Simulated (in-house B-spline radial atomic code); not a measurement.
Neutral copper is squeezed into an impenetrable sphere of radius R (the orbitals vanish at R). Level of theory: non-relativistic PBE, spin-polarised, spherical fractional occupations, point nucleus; calculated with a radial B-spline atomic code at the basis-set limit.

Energies in eV above the free atom in [Ar] 3d10 4s1:

```json
{"R (bohr)": "8.91", "highest level (eV)": "-4.77", "[Ar] 3d10 4s1": "0.01892", "[Ar] 3d10 4f1": "11.25", "[Ne] 3s2 3p5 3d10 4s1 4f1": "81.12", "-dE/dV in [Ar] 3d10 4s1 (GPa)": "0.0232"}
{"R (bohr)": "6.43", "highest level (eV)": "-4.29", "[Ar] 3d10 4s1": "0.3055", "[Ar] 3d10 4f1": "16.75", "[Ne] 3s2 3p5 3d10 4s1 4f1": "86.32", "-dE/dV in [Ar] 3d10 4s1 (GPa)": "0.715"}
{"R (bohr)": "5.01", "highest level (eV)": "-2.8", "[Ar] 3d10 4s1": "1.567", "[Ar] 3d10 4f1": "24.69", "[Ne] 3s2 3p5 3d10 4s1 4f1": "94.08", "-dE/dV in [Ar] 3d10 4s1 (GPa)": "6.4"}
{"R (bohr)": "4.04", "highest level (eV)": "0.576", "[Ar] 3d10 4s1": "5.235", "[Ar] 3d10 4f1": "36.37", "[Ne] 3s2 3p5 3d10 4s1 4f1": "106.3", "-dE/dV in [Ar] 3d10 4s1 (GPa)": "36.1"}
{"R (bohr)": "3.39", "highest level (eV)": "6.35", "[Ar] 3d10 4s1": "12.77", "[Ar] 3d10 4f1": "51.86", "[Ne] 3s2 3p5 3d10 4s1 4f1": "123.8", "-dE/dV in [Ar] 3d10 4s1 (GPa)": "138"}
{"R (bohr)": "3.01", "highest level (eV)": "13", "[Ar] 3d10 4s1": "22.58", "[Ar] 3d10 4f1": "67.44", "[Ne] 3s2 3p5 3d10 4s1 4f1": "142.2", "-dE/dV in [Ar] 3d10 4s1 (GPa)": "335"}
{"R (bohr)": "2.61", "highest level (eV)": "25.9", "[Ar] 3d10 4s1": "43.55", "[Ar] 3d10 4f1": "94.83", "[Ne] 3s2 3p5 3d10 4s1 4f1": "176.1", "-dE/dV in [Ar] 3d10 4s1 (GPa)": "954"}
{"R (bohr)": "2.24", "highest level (eV)": "49.2", "[Ar] 3d10 4s1": "86.2", "[Ar] 3d10 4f1": "141.8", "[Ne] 3s2 3p5 3d10 4s1 4f1": "236.7", "-dE/dV in [Ar] 3d10 4s1 (GPa)": "2910"}
{"R (bohr)": "1.75", "highest level (eV)": "126", "[Ar] 3d10 4s1": "253.7", "[Ar] 3d10 4f1": "300", "[Ne] 3s2 3p5 3d10 4s1 4f1": "444.9", "-dE/dV in [Ar] 3d10 4s1 (GPa)": "17600"}
{"R (bohr)": "1.37", "highest level (eV)": "293", "[Ar] 3d10 4s1": "719.3", "[Ar] 3d10 4f1": "709.7", "[Ne] 3s2 3p5 3d10 4s1 4f1": "970", "-dE/dV in [Ar] 3d10 4s1 (GPa)": "100000"}
```

**Question.** Does [Ar] 3d10 4f1 fall below [Ar] 3d10 4s1 under compression?

**Answer.** Yes, between R = 1.75 and 1.37 bohr the order changes (near 1.44 bohr by linear interpolation).

**Question.** Does [Ne] 3s2 3p5 3d10 4s1 4f1 fall below [Ar] 3d10 4s1 under compression?

**Answer.** No, it stays above over the whole range.

The highest level is first positive in the row R = 4.04 bohr, pushed up by confinement above the zero of the free ion's potential. Each configuration is held fixed and needn't be the lowest in the sphere.
